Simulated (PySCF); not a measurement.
Compound: C₆H₈N₂.
Numbering: `[CH3:1][NH:2][c:3]1[cH:4][cH:5][cH:6][cH:7][n:8]1`

Structure used (PBE0-D3(BJ)/def2-SVP), in Å, numbered top down from 1:
```xyz
16
C6H8N2 angstrom
C      2.4231   -0.8110   -0.4698
N      1.2400   -0.3301   -1.1114
C      0.0913    0.0149   -0.4690
C     -0.0476   -0.0899    0.9334
C     -1.2572    0.2815    1.5014
C     -2.2932    0.7429    0.6881
C     -2.0477    0.8061   -0.6824
N     -0.9016    0.4585   -1.2520
H      3.1879   -1.0180   -1.2296
H      2.2465   -1.7495    0.0874
H      2.8481   -0.0774    0.2407
H      1.2172   -0.1937   -2.1124
H      0.7720   -0.4520    1.5547
H     -1.3910    0.2106    2.5842
H     -3.2575    1.0438    1.1000
H     -2.8303    1.1633   -1.3632
```

Definitions: NICS(0) = −σiso at the ring centroid; NICS(1) = −σiso and NICS(1)zz = −σzz at ±1 Å along the ring normal z. Level: GIAO PBE0/pcSseg-1 (PySCF, non-relativistic, gas phase) on the PBE0-D3(BJ)/def2-SVP geometry, one conformer.

Ring bond lengths (Å), with Mayer bond orders in brackets: C3–C4 1.413 (1.27), C4–C5 1.387 (1.48), C5–C6 1.396 (1.39), C6–C7 1.394 (1.40), C7–N8 1.326 (1.51), N8–C3 1.340 (1.40).

Problem. Give the NICS values of each ring in ppm.

Solution. 
```tsv
ring	type	NICS(0)	NICS(1), two faces	NICS(1)zz, two faces	rms pucker (Å)	centre to ring atoms, mean (Å)
C3–C4–C5–C6–C7–N8	6-membered ring with N; formal bonds all aromatic	-6.3	-9.4 / -9.4	-22.6 / -22.7	0.00	1.38
```

Problem. What do they say, and how far can they be read as aromaticity?

Solution. 
- C3–C4–C5–C6–C7–N8: mean NICS(1)zz -22.6 ppm, shielded. The ring is flat and has no four-coordinate atom; by the NICS criterion it is aromatic.

Problem. What does the geometric index give? HOMA = 1 − mean of α(R − Ropt)² over the ring bonds, with Krygowski's 1993 parameters (CC: Ropt 1.388 Å, α 257.7 Å⁻²; CN: Ropt 1.334 Å, α 93.52 Å⁻²).

Solution. 
- C3–C4–C5–C6–C7–N8: HOMA 0.97; the largest term is that of C3–C4, α(R − Ropt)² = 0.16. The geometric and the magnetic index point the same way.

Problem. What field does 14.1 T along the ring normal induce along that normal at the second NICS(1) probe listed for ring C3–C4–C5–C6–C7–N8, 1 Å off the ring?

Solution. NICSzz × B0 = -22.7 ppm × 14.1 T = -320 μT, against the applied field.

Problem. What are the shieldings of the ring atoms and their hydrogens in the same run (means over atoms taken as equivalent)?

Solution. 
```
atoms                          environment  σ isotropic (ppm)  principal values of the symmetric part, first atom (ppm)
   C3     aromatic carbon bearing nitrogen               23.5                                        -54.9, -3.5, 128.9
   C4                   aromatic CH carbon               80.9                                        -14.1, 79.0, 177.7
   C5                   aromatic CH carbon               41.3                                        -74.9, 22.4, 176.4
   C6                   aromatic CH carbon               68.2                                        -40.3, 70.9, 174.0
   C7  aromatic CH next to a ring nitrogen               29.3                                        -79.4, 26.0, 141.3
   N8               pyridine-type nitrogen              -38.8                                     -269.8, -104.7, 258.2
  H13                    aromatic hydrogen              25.25                                          21.0, 24.7, 30.0
  H14                    aromatic hydrogen              23.77                                          20.9, 23.6, 26.8
  H15                    aromatic hydrogen              24.79                                          22.6, 24.9, 26.9
  H16                    aromatic hydrogen              23.11                                          19.1, 24.0, 26.3
```
